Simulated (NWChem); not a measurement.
System: InNH3Br; SMILES [InH]([NH2])[Br]

The following NWChem deck was run.

```
start job
memory heap 200 mb stack 900 mb global 1100 mb
geometry units angstroms
  In    -0.867715    -0.078243    -0.063451
  H     -1.866237    -1.331391     0.521634
  Br     1.566572    -0.218321     0.265758
  N     -1.463910     1.707827    -0.833577
  H     -2.361423     1.726711    -1.304480
  H     -0.774112     2.092290    -1.473297
end
basis spherical
  * library def2-svp
end
ecp
  In library def2-ecp
end
dft
  xc pbe0
  iterations 150
end
driver
  maxiter 120
end
task dft optimize
dft
  grid fine
  convergence energy 1d-8 density 1d-7
end
task dft freq numerical
```

Excerpt of the output:

```
             Northwest Computational Chemistry Package (NWChem) 7.3.0
             --------------------------------------------------------

 C1  symmetry detected

                             Geometry "geometry" -> ""
                             -------------------------

 Output coordinates in angstroms (scale by  1.889725989 to convert to a.u.)

  No.       Tag          Charge          X              Y              Z
 ---- ---------------- ---------- -------------- -------------- --------------
    1 In                  49.0000    -0.30696583     0.78700524    -0.00183460
    2 H                    1.0000    -1.90582484     1.36765314     0.12563475
    3 Br                  35.0000     0.10244228    -1.63912366     0.00426167
    4 N                    7.0000     1.40593782     1.88206481     0.07161060
    5 H                    1.0000     1.35303304     2.83781816    -0.26211448
    6 H                    1.0000     2.16707284     1.42614641    -0.42405730

 Effective nuclear repulsion energy (a.u.)     550.6695260977

                                Z-matrix (autoz)
                                --------

 Units are Angstrom for bonds and degrees for angles

      Type          Name      I     J     K     L     M      Value
      ----------- --------  ----- ----- ----- ----- ----- ----------
    1 Stretch                  1     2                       1.70580
    2 Stretch                  1     3                       2.46044
    3 Stretch                  1     4                       2.03435
    4 Stretch                  4     5                       1.01372
    5 Stretch                  4     6                       1.01630
    6 Bend                     1     4     5               116.85118
    7 Bend                     1     4     6               111.80829
    8 Bend                     2     1     3               119.43458
    9 Bend                     2     1     4               127.10487
   10 Bend                     3     1     4               112.99088
   11 Bend                     5     4     6               107.54629
   12 Torsion                  2     1     4     5         -29.75507
   13 Torsion                  2     1     4     6        -154.26367
   14 Torsion                  3     1     4     5         158.23228
   15 Torsion                  3     1     4     6          33.72368

                           NWChem Geometry Optimization
                           ----------------------------

[...]

      ----------------------
      Optimization converged
      ----------------------

  Step       Energy      Delta E   Gmax     Grms     Xrms     Xmax
  ---- ---------------- -------- -------- -------- -------- --------
@   15   -2820.17156731 -2.4D-09  0.00012  0.00004  0.00033  0.00078
                                     ok       ok       ok       ok

                                Z-matrix (autoz)
                                --------

 Units are Angstrom for bonds and degrees for angles

[...]

 Rotational Constants
 --------------------
 A=   0.328082 cm-1  (  0.472026 K)
 B=   0.047866 cm-1  (  0.068868 K)
 C=   0.041792 cm-1  (  0.060128 K)

 Temperature                      =   298.15K
 frequency scaling parameter      =   1.0000

 Zero-Point correction to Energy  =   19.776 kcal/mol  (  0.031515 au)
 Thermal correction to Energy     =   23.384 kcal/mol  (  0.037265 au)
 Thermal correction to Enthalpy   =   23.977 kcal/mol  (  0.038209 au)

 Total Entropy                    =   79.821 cal/mol-K
   - Translational                =   41.937 cal/mol-K (mol. weight = 211.8471)
   - Rotational                   =   27.287 cal/mol-K (symmetry #  =        1)
   - Vibrational                  =   10.598 cal/mol-K

 Cv (constant volume heat capacity) =   17.693 cal/mol-K
   - Translational                  =    2.979 cal/mol-K
   - Rotational                     =    2.979 cal/mol-K
   - Vibrational                    =   11.734 cal/mol-K

[normal modes left out]

 ----------------------------------------------------------------------------
 Normal Eigenvalue ||           Projected Infra Red Intensities
  Mode   [cm**-1]  || [atomic units] [(debye/angs)**2] [(KM/mol)] [arbitrary]
 ------ ---------- || -------------- ----------------- ---------- -----------
    1       -0.000 ||    0.000555           0.013         0.541       0.146
    2       -0.000 ||    0.000305           0.007         0.297       0.080
    3       -0.000 ||    0.000008           0.000         0.008       0.002
    4       -0.000 ||    0.000688           0.016         0.670       0.181
    5        0.000 ||    0.000569           0.013         0.555       0.150
    6        0.000 ||    0.000415           0.010         0.404       0.109
    7      108.512 ||    0.003115           0.072         3.036       0.822
    8      226.932 ||    0.167184           3.857       162.979      44.102
    9      250.654 ||    0.052879           1.220        51.549      13.949
   10      312.661 ||    0.019952           0.460        19.450       5.263
   11      427.637 ||    0.011678           0.269        11.385       3.081
   12      454.363 ||    0.108491           2.503       105.763      28.619
   13      633.097 ||    0.032751           0.756        31.927       8.639
   14      731.960 ||    0.083444           1.925        81.345      22.012
   15     1507.036 ||    0.011315           0.261        11.030       2.985
   16     1865.949 ||    0.122595           2.828       119.512      32.340
   17     3602.808 ||    0.029517           0.681        28.774       7.786
   18     3718.332 ||    0.036896           0.851        35.968       9.733
 ----------------------------------------------------------------------------
```

Level: PBE0/def2-SVP with def2 effective core potentials on In. This build's default masses of Se (78.918 u) and Br (79.917 u) are each other's, which moves their modes by up to 0.6 %. def2 effective core potentials on In; no spin-orbit coupling.
